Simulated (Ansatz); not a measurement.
Ansatz (a quantum-chemistry and plane-wave program) input (PBE0/def2-QZVPP):
A basis named .json is the Basis Set Exchange file of that set.

Ansatz 0.2 input:
```yaml
crystal:
  periodic: [false, false, false]
  atoms:
    - {symbol: C, position_ang: [-1.67917050, -1.26128582, -0.12052071]}
    - {symbol: B, position_ang: [-0.58350960, -0.18097975, -0.11083365]}
    - {symbol: C, position_ang: [-0.89939189, 1.27904890, -0.60047022]}
    - {symbol: C, position_ang: [0.85232697, -0.58777437, 0.40450922]}
    - {symbol: C, position_ang: [1.95037827, 0.47687514, 0.40352773]}
    - {symbol: H, position_ang: [-1.50828883, -2.28305913, 0.20901890]}
    - {symbol: H, position_ang: [-2.69479856, -1.07352471, -0.45740140]}
    - {symbol: H, position_ang: [-0.23216875, 1.55874533, -1.42445218]}
    - {symbol: H, position_ang: [-0.68096636, 2.00492954, 0.19174408]}
    - {symbol: H, position_ang: [-1.92764841, 1.43631382, -0.92955878]}
    - {symbol: H, position_ang: [1.17799650, -1.46049025, -0.18014674]}
    - {symbol: H, position_ang: [0.73118337, -0.99733924, 1.41825699]}
    - {symbol: H, position_ang: [2.13209368, 0.86018711, -0.60303660]}
    - {symbol: H, position_ang: [1.67727327, 1.33132280, 1.02672766]}
    - {symbol: H, position_ang: [2.89801509, 0.08663032, 0.78074022]}
basis:
  gaussian:
    orbitals: def2-QZVPP.json
hamiltonian:
  xc: {name: PBE0}
magnetization: {spin_polarized: true, initial_magnetization: 1}
```

End of the output:

```
integrals: 0.87 GiB planned
1521 factors; their error is unknown
0.86 GiB of the device are held for the grids
4.19 GiB of device memory are held for the factors and their scratch space
mean field: 7.36 GiB planned
mean field evaluation 1: about -4968.1590 eV, gradient 5.5e1 eV
mean field evaluation 2: about -4963.0351 eV, gradient 6.1e1 eV
mean field evaluation 4: about -4982.1823 eV, gradient 2.9e0 eV
mean field evaluation 8: about -4982.2258 eV, gradient 5.5e-2 eV
mean field evaluation 16: about -4982.2224 eV, gradient 1.3e-4 eV
mean field -4982.22235283 eV, -183.0932943950 hartree, gradient 5.3e-6 eV, S^2 0.753589; 0 other end points of the search recorded, 0 dependent functions left out
reference -4982.22239748 eV, -183.0932960358 hartree; 20, 19 occupied and 565, 566 virtual orbitals, 1521 factors
Total energy: -4982.22239748 eV, -183.0932960358 hartree
```

It need not be the lowest isomer of its formula.
